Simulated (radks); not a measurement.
Calculated with a radial shooting solver on a logarithmic mesh with Libxc functionals: non-relativistic Kohn-Sham, LB94 model potential, spin-polarised, spherical densities, point nucleus; open shells are filled with parallel spins first (spin-orbit coupling, left out, can overturn this in heavy ions). Response by self-consistent Sternheimer equations with the Hartree and adiabatic LDA kernel. For heavy and open-shell atoms this level of theory can miss by tens of per cent. Rank B, Al2+, Rb+, Mo+, C+, Kr+ (NIST ground configurations) by static dipole polarisability, largest first.

Answer. B 21.12, Mo+ 18.16, Al2+ 11.82, Kr+ 10.76, Rb+ 9.399, C+ 6.057 bohr^3.
